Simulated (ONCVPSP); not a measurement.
## chromium (Cr): ONCV pseudisation with LDA (Perdew-Zunger), scalar-relativistic reference atom.

* Element: Cr
* Generator: ONCVPSP 4.0.1
* Type: optimised norm-conserving Vanderbilt (ONCV)
* Functional: LDA (Perdew-Zunger)
* Relativity: scalar-relativistic
* Frozen core: [Ne]
* Valence charge: 14
* Reference configuration: 3s2 3p6 3d5 4s0.75 4p0.25
* Partial waves: 3s+4s: rc 1.45 bohr, ncon 5, nbas 8, qcut 9.5 1/bohr, 3 projectors, debl 3.7 Ha; 3p+4p: rc 1.55 bohr, ncon 3, nbas 6, qcut 7 1/bohr, 2 projectors; 3d: rc 1.45 bohr, ncon 4, nbas 9, qcut 8.8 1/bohr, local
* Local potential: the d channel
* Core correction: polynomial model core, fcfact 0.65

All-electron outer shells of the reference configuration (LDA (Perdew-Zunger), scalar-relativistic, ld1.x):

```
shell  level (eV)  outermost node (bohr)  outermost maximum (bohr)
   2s     -665.82                   0.09                      0.24
   2p     -560.66                      –                      0.20
   3s      -73.93                   0.36                      0.78
   3p      -45.72                   0.33                      0.80
   4s       -4.46                   1.12                      2.71
   3d       -3.49                      –                      0.84
   4p       -1.31                   1.25                      3.85
```

(1) Estimate the cutoffs (Ha) at which the residual kinetic energy of the hardest occupied pseudo-wave falls to 1 and 0.1 mHa per electron.

(2) Does the potential have ghost states?

Answers

(1) 35 Ha and 71 Ha.

(2) No bound ghost flagged; GHOST(+) flagged for s at 511.4 eV.

Its largest configuration-test error is +0.2 meV (3s2 3p6 3d5 4s0 4p0). 1 of 4 tests not solved or not reliable.
